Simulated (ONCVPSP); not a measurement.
Pseudopotential generation for Ta (Z = 73): ONCV, PBEsol, scalar-relativistic.

Input for ONCVPSP 4.0.1:

```
# ATOM AND REFERENCE CONFIGURATION
# atsym  z   nc   nv     iexc    psfile
  Ta 73.00   10    4  -116133      upf
#
#   n    l    f
    1    0    2.00
    2    0    2.00
    2    1    6.00
    3    0    2.00
    3    1    6.00
    3    2   10.00
    4    0    2.00
    4    1    6.00
    4    2   10.00
    4    3   14.00
    5    0    2.00
    5    1    6.00
    5    2    3.00
    6    0    2.00
#
# PSEUDOPOTENTIAL AND OPTIMIZATION
# lmax
    2
#
#   l,   rc,      ep,       ncon, nbas, qcut
    0    2.05    0.00    3    8    6.80
    1    1.85    0.00    4    8    6.70
    2    2.90    0.00    5   10    5.80
#
# LOCAL POTENTIAL
# lloc, lpopt,  rc(5),   dvloc0
    4    5    1.60    6.00
#
# VANDERBILT-KLEINMAN-BYLANDER PROJECTORs
# l, nproj, debl
    0    2    1.30
    1    2    2.40
    2    3    3.50
#
# MODEL CORE CHARGE
# icmod, fcfact, rcfact
    0    0.00    0.00
#
# LOG DERIVATIVE ANALYSIS
# epsh1, epsh2, depsh
   -4.00    5.00    0.02
#
# OUTPUT GRID
# rlmax, drl
    6.00    0.01
#
# TEST CONFIGURATIONS
# ncnf
    4
# nvcnf
#   n    l    f
    4
    5    0    2.00
    5    1    6.00
    5    2    3.00
    6    0    1.00
#
    4
    5    0    2.00
    5    1    6.00
    5    2    3.00
    6    0    0.00
#
    4
    5    0    2.00
    5    1    6.00
    5    2    2.00
    6    0    0.00
#
    4
    5    0    1.00
    5    1    6.00
    5    2    3.00
    6    0    2.00
#
```

Command:

```bash
oncvpsp.x < Ta.dat > Ta.out
```

The program printed (shortened: citation, most of the input echo, consistency checks and plot data are left out):

```
ONCVPSP  (Optimized Norm-Conservinng Vanderbilt PSeudopotential)
scalar-relativistic version 4.0.1

#   n    l    f        energy (Ha)
    1    0    2.00    -2.4749533E+03
    2    0    2.00    -4.2523221E+02
    2    1    6.00    -3.7266675E+02
    3    0    2.00    -9.7404918E+01
    3    1    6.00    -8.1773648E+01
    3    2   10.00    -6.3534126E+01
    4    0    2.00    -1.9847360E+01
    4    1    6.00    -1.4719771E+01
    4    2   10.00    -8.1594938E+00
    4    3   14.00    -9.0886811E-01
    5    0    2.00    -2.6838649E+00
    5    1    6.00    -1.4485286E+00
    5    2    3.00    -1.3305646E-01
    6    0    2.00    -2.0104675E-01

Reference configufation results
  iterations    31
  all-electron total energy (Ha)   -1.55999090D+04

Begin loop to  construct optimized pseudo wave functions
and semi-local pseudopoentials for all angular momenta

Calculating optimized projector #   1

 for l=   0

    Fraction of norm inside rc  0.983772
    Optimizing pswf for qcut=   6.80 a_B^-1,  ecut=  23.10 Ha
    Residual kinetic energy error=  8.78D-08 Ha

    Energy error per electron        Cutoff
         Ha          eV             Ha
         0.01000     0.27211        6.02
         0.00100     0.02721       12.99
         0.00010     0.00272       16.33
         0.00001     0.00027       18.75

Calculating optimized projector #   2

 for l=   0

    Fraction of norm inside rc  0.115299
    Optimizing pswf for qcut=   6.80 a_B^-1,  ecut=  23.10 Ha
    Residual kinetic energy error=  1.56D-07 Ha

    Energy error per electron        Cutoff
         Ha          eV             Ha
         0.01000     0.27211        4.16
         0.00100     0.02721       12.49
         0.00010     0.00272       16.34
         0.00001     0.00027       19.05

   Wellstate for l =  1  n =  7
     eigenvalue =   0.9515
     asymptotic potential =   1.4515
     half-point radius =  4.7922

Calculating optimized projector #   1

 for l=   1

    Fraction of norm inside rc  0.886877
    Optimizing pswf for qcut=   6.69 a_B^-1,  ecut=  22.37 Ha
    Residual kinetic energy error=  5.30D-06 Ha

    Energy error per electron        Cutoff
         Ha          eV             Ha
         0.01000     0.27211        8.04
         0.00100     0.02721       10.15
         0.00010     0.00272       17.01
         0.00001     0.00027       21.10

Calculating optimized projector #   2

 for l=   1

    Fraction of norm inside rc  0.071491
    Optimizing pswf for qcut=   6.69 a_B^-1,  ecut=  22.37 Ha
    Residual kinetic energy error=  1.70D-05 Ha

    Energy error per electron        Cutoff
         Ha          eV             Ha
         0.01000     0.27211        7.16
         0.00100     0.02721        9.75
         0.00010     0.00272       18.71
         0.00001     0.00027       24.77

   Wellstate for l =  2  n =  9
     eigenvalue =   3.3669
     asymptotic potential =   3.8669
     half-point radius =  5.3498

   Wellstate for l =  2  n = 10
     eigenvalue =   6.8669
     asymptotic potential =   7.3669
     half-point radius =  4.5171

Calculating optimized projector #   1

 for l=   2

    Fraction of norm inside rc  0.779242
    Optimizing pswf for qcut=   5.80 a_B^-1,  ecut=  16.82 Ha
    Residual kinetic energy error=  1.87D-07 Ha

    Energy error per electron        Cutoff
         Ha          eV             Ha
         0.01000     0.27211        8.37
         0.00100     0.02721       10.87
         0.00010     0.00272       12.86
         0.00001     0.00027       14.47

Calculating optimized projector #   2

 for l=   2

    Fraction of norm inside rc  0.146667
    Optimizing pswf for qcut=   5.80 a_B^-1,  ecut=  16.82 Ha
    Residual kinetic energy error=  1.52D-05 Ha

    Energy error per electron        Cutoff
         Ha          eV             Ha
         0.01000     0.27211       10.92
         0.00100     0.02721       13.27
         0.00010     0.00272       15.35
         0.00001     0.00027       18.85

Calculating optimized projector #   3

 for l=   2

    Fraction of norm inside rc  0.159034
    Optimizing pswf for qcut=   5.80 a_B^-1,  ecut=  16.82 Ha
    Residual kinetic energy error=  2.60D-03 Ha

    Energy error per electron        Cutoff
         Ha          eV             Ha
         0.01000     0.27211       13.96
         0.00100     0.02721       22.23
         0.00010     0.00272       64.07
         0.00001     0.00027       71.41

Construct Vanderbilt / Kleinmman-Bylander projectors

B matrix Hermiticity error, ll=   0
   1   2    3.0512E-04

  Orthonormal projector coefficients -2.1703E+00  2.0736E+00

B matrix Hermiticity error, ll=   1
   1   2   -2.7320E-04

  Orthonormal projector coefficients -2.3320E+00  8.5689E-01

B matrix Hermiticity error, ll=   2
   1   2   -1.6580E-04
   1   3    4.5845E-04
   2   3    2.0231E-04

  Orthonormal projector coefficients -2.2168E+00 -1.4524E+00 -2.4535E-01

Pseudoatom total energy  -58.327582

Diagnostic tests using Vanderbilt-Kleinman-Bylander pseudopotentials
  1 or more projectors used as specified by nproj input data

   l    rcore       rmatch      e in        delta e   norm test  slope test

   0   2.0520621   2.1143672  -2.6838649   0.0000035   1.0002440   1.0002255
   0   2.0520621   2.1143672  -0.2010468   0.0000032   1.0000296   1.0000061

   1   1.8536376   1.9099181  -1.4485286   0.0000046   1.0001419   1.0001512
   1   1.8536376   1.9099181   0.9514714   0.0000324   1.0002643   1.0002643

   2   2.9031761   2.9913228  -0.1330565  -0.0000013   0.9999770   0.9999756
   2   2.9031761   2.9913228   3.3669435   0.0000206   1.0001772   1.0001772
   2   2.9031761   2.9913228   6.8669435   0.0000054   1.0001362   1.0001362

 Testing for bound ghosts
   n   l    E NL Schr. Eq   E Basis Diag.   E Cutoff

   1   0       -2.683861       -2.683861     63.06
   2   0       -0.201044       -0.183899     63.06

   2   1       -1.448524       -1.448518     88.45

   3   2       -0.133058       -0.132774     80.43

 Testing for highly-localized positive-energy ghosts
       l    <radius>/rc     E Basis Diag.   E Cutoff

Test configuration 0

   n   l     f        eae           eps        diff
   1   0  2.0000-2474.95329610
   2   0  2.0000 -425.23221155
   2   1  6.0000 -372.66675161
   3   0  2.0000  -97.40491763
   3   1  6.0000  -81.77364814
   3   2 10.0000  -63.53412610
   4   0  2.0000  -19.84736048
   4   1  6.0000  -14.71977069
   4   2 10.0000   -8.15949377
   4   3 14.0000   -0.90886811
   5   0  2.0000   -2.68386489   -2.68386142    3.48D-06
   5   1  6.0000   -1.44852857   -1.44852397    4.60D-06
   5   2  3.0000   -0.13305646   -0.13305780   -1.33D-06
   6   0  2.0000   -0.20104675   -0.20104359    3.17D-06

    Total energies and differences
      AE_ref= -1.55999090D+04  AE_tst= -1.55999090D+04  dif=  0.00D+00
      PS_ref= -5.83275818D+01  PS_tst= -5.83275818D+01  dif= -2.13D-14
      PSP excitation error=  2.13D-14

Test configuration 1

   n   l     f        eae           eps        diff
   1   0  2.0000-2475.22065207
   2   0  2.0000 -425.49777891
   2   1  6.0000 -372.93238287
   3   0  2.0000  -97.67060523
   3   1  6.0000  -82.03933869
   3   2 10.0000  -63.79970284
   4   0  2.0000  -20.11310129
   4   1  6.0000  -14.98547570
   4   2 10.0000   -8.42508333
   4   3 14.0000   -1.17436111
   5   0  2.0000   -2.94938407   -2.95115310   -1.77D-03
   5   1  6.0000   -1.71468639   -1.71545280   -7.66D-04
   5   2  3.0000   -0.38708451   -0.38716198   -7.75D-05
   6   0  1.0000   -0.42848476   -0.42846713    1.76D-05

    Total energies and differences
      AE_ref= -1.55999090D+04  AE_tst= -1.55995965D+04  dif=  3.13D-01
      PS_ref= -5.83275818D+01  PS_tst= -5.80149117D+01  dif=  3.13D-01
      PSP excitation error= -1.03D-04

Test configuration 2

   n   l     f        eae           eps        diff
   1   0  2.0000-2475.53019363
   2   0  2.0000 -425.80487387
   2   1  6.0000 -373.23957773
   3   0  2.0000  -97.97747807
   3   1  6.0000  -82.34621868
   3   2 10.0000  -64.10648313
   4   0  2.0000  -20.42005018
   4   1  6.0000  -15.29240130
   4   2 10.0000   -8.73188249
   4   3 14.0000   -1.48090065
   5   0  2.0000   -3.25551570   -3.26012446   -4.61D-03
   5   1  6.0000   -2.02035430   -2.02245037   -2.10D-03
   5   2  3.0000   -0.67342967   -0.67353499   -1.05D-04

    Total energies and differences
      AE_ref= -1.55999090D+04  AE_tst= -1.55990461D+04  dif=  8.63D-01
      PS_ref= -5.83275818D+01  PS_tst= -5.74644289D+01  dif=  8.63D-01
      PSP excitation error= -1.81D-04

Test configuration 3

   n   l     f        eae           eps        diff
   1   0  2.0000-2475.99542761
   2   0  2.0000 -426.27188003
   2   1  6.0000 -373.70662739
   3   0  2.0000  -98.44125399
   3   1  6.0000  -82.81001753
   3   2 10.0000  -64.57084315
   4   0  2.0000  -20.88374210
   4   1  6.0000  -15.75631864
   4   2 10.0000   -9.19613166
   4   3 14.0000   -1.94413165
   5   0  2.0000   -3.71461076   -3.72113023   -6.52D-03
   5   1  6.0000   -2.46886269   -2.47250131   -3.64D-03
   5   2  2.0000   -1.07050603   -1.07022691    2.79D-04

    Total energies and differences
      AE_ref= -1.55999090D+04  AE_tst= -1.55981784D+04  dif=  1.73D+00
      PS_ref= -5.83275818D+01  PS_tst= -5.65966439D+01  dif=  1.73D+00
      PSP excitation error= -2.77D-04

Test configuration 4

   n   l     f        eae           eps        diff
   1   0  2.0000-2475.50559887
   2   0  2.0000 -425.76463121
   2   1  6.0000 -373.20047212
   3   0  2.0000  -97.92564475
   3   1  6.0000  -82.29456485
   3   2 10.0000  -64.05553927
   4   0  2.0000  -20.37201527
   4   1  6.0000  -15.24522268
   4   2 10.0000   -8.68454708
   4   3 14.0000   -1.42478165
   5   0  1.0000   -3.16098918   -3.20372868   -4.27D-02
   5   1  6.0000   -1.89921924   -1.92014755   -2.09D-02
   5   2  3.0000   -0.49706620   -0.49729158   -2.25D-04
   6   0  2.0000   -0.47757710   -0.47984655   -2.27D-03

    Total energies and differences
      AE_ref= -1.55999090D+04  AE_tst= -1.55969966D+04  dif=  2.91D+00
      PS_ref= -5.83275818D+01  PS_tst= -5.53920704D+01  dif=  2.94D+00
      PSP excitation error= -2.31D-02
```

The run took about 5.7 s on one core of a shared server CPU.
